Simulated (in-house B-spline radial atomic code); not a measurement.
## Binding energies in neutral thallium

NIST's tabulated ground configuration is [Xe] 4f14 5d10 6s2 6p1; each binding energy is the energy of the ion with one electron taken from that subshell, relaxed, less that of the parent. Level of theory: Dirac-Hartree-Fock, average of configuration, Fermi nucleus of rms radius 5.4759 fm; calculated with an all-electron radial atomic-structure program (B-spline basis). Energies include first-order Breit, QED and recoil terms.

```csv
subshell,X-ray name,binding energy (eV),-ε (eV),relaxation (eV)
1s,K,85531.7,86101.6,96.2
2s,L1,15359.5,15479.0,58.4
3s,M1,3719,3765.1,33.5
3d3/2,M4,2492.7,2532.9,35.7
3d5/2,M5,2396.4,2434.3,35.0
4s,N1,860.6,878.7,15.3
4d3/2,N4,416.7,431.1,13.8
4d5/2,N5,395.8,409.4,13.4
5s,O1,147.2,152.9,5.2
4f5/2,N6,128.2,141.2,13.3
4f7/2,N7,123.8,136.5,13.1
5d3/2,O4,21.34,24.34,3.02
5d5/2,O5,19.19,21.94,2.81
6s,P1,11.54,12.22,0.65
6p,-,4.97,5.12,0.15
```

Relaxation = -ε minus the binding energy without Breit, QED and recoil terms.

Emission lines follow as differences of binding energies, with λ = 12398.42 eV·Å / E:

| line | holes | energy (eV) | wavelength (Å) |
| --- | --- | --- | --- |
| M5-N7 | 3d5/2 → 4f7/2 | 2272.6 | 5.4556 |
| M4-N6 | 3d3/2 → 4f5/2 | 2364.5 | 5.2436 |

(1) What does it cost to remove both a 3d5/2 and a 3d3/2 electron?

(2) What does it cost to remove two 1s electrons?

Answers

(1) 4969 eV, which is 80 eV more than the two single binding energies together.

(2) 172670 eV, which is 1608 eV more than the two single binding energies together.
